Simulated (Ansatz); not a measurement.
CH₄NO, charge +1, singlet, at a GFN2-xTB geometry; PBE/def2-SVP run with Ansatz (a first-principles code).

Ansatz was given this input:
Ansatz 0.2 input:
```yaml
crystal:
  periodic: [false, false, false]
  atoms:
    - {symbol: N, position_ang: [-1.07973113, 0.24380716, 0.15769898]}
    - {symbol: C, position_ang: [0.40675026, 0.24389944, -0.26491881]}
    - {symbol: O, position_ang: [1.09476993, -0.62780535, 0.07307325]}
    - {symbol: H, position_ang: [-1.30225326, 1.08418749, 0.71279708]}
    - {symbol: H, position_ang: [-1.69531096, 0.23783329, -0.66989687]}
    - {symbol: H, position_ang: [-1.26948531, -0.59863573, 0.72730400]}
    - {symbol: H, position_ang: [0.62650641, 1.12901100, -0.86917020]}
basis:
  gaussian:
    orbitals: def2-SVP
hamiltonian:
  xc: pbe
total_charge: 1
```

Question: Write the output that Ansatz gives for this input, abridged.

Answer: 
```
Functional definition: PBE
705 factors; their error is unknown
mean field evaluation 1: about -4608.5549 eV, gradient 8.6e1 eV
mean field evaluation 2: about -4561.7934 eV, gradient 1.6e2 eV
mean field evaluation 4: about -4622.2606 eV, gradient 1.5e1 eV
mean field evaluation 8: about -4622.6444 eV, gradient 2.8e-2 eV
mean field evaluation 16: about -4622.6079 eV, gradient 1.3e-5 eV
mean field -4622.60786228 eV, -169.8777056227 hartree, gradient 1.3e-5 eV, S^2 0.000000; 0 other end points of the search recorded, 0 dependent functions left out
reference -4622.60788577 eV, -169.8777064857 hartree; 12, 12 occupied and 50, 50 virtual orbitals, 705 factors
Total energy: -4622.60788577 eV, -169.8777064857 hartree
```
